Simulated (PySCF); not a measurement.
Gas-phase reaction: 3 SnO₂ + 3 SnF₄ ⇌ 2 O₃ + 6 SnF₂

Method: PySCF energies plus ideal-gas RRHO corrections (1 bar). † marks an energy on the PBE0/def2-TZVP geometry and frequencies; other levels use their own. MP2 and CCSD(T) freeze the core. All species are closed-shell singlets. Sn: scalar-relativistic def2 core potential, no spin-orbit coupling. SnO₂: computed as isolated molecules; such fragments, hydroxides, amides, oligomers or adducts are transient or little studied in the gas. MP2 isn't extrapolated to the basis-set limit. CCSD(T) isn't extrapolated to the basis-set limit. Strong static correlation: O₃. Warning, large T1 diagnostic: O₃, SnO₂ (CCSD(T)/def2-SVP†, CCSD(T)/def2-TZVPP†).

```csv
level,"ΔH°(298 K), kJ"
BLYP/def2-TZVP†,62
CCSD(T)/def2-SVP†,155
CCSD(T)/def2-TZVPP†,(withheld)
HF/def2-TZVP†,289
M06-2X/def2-TZVP†,336
MP2/def2-SVP†,292
MP2/def2-TZVPP†,(withheld)
PBE/def2-TZVP†,(withheld)
PBE0/def2-QZVP†,194
PBE0/def2-TZVP,(withheld)
r2SCAN/def2-TZVP†,231
```

Q: Complete the blanks.

A: 
- CCSD(T)/def2-TZVPP†, ΔH°(298 K), kJ: 320
- MP2/def2-TZVPP†, ΔH°(298 K), kJ: 366
- PBE/def2-TZVP†, ΔH°(298 K), kJ: 117
- PBE0/def2-TZVP, ΔH°(298 K), kJ: 174
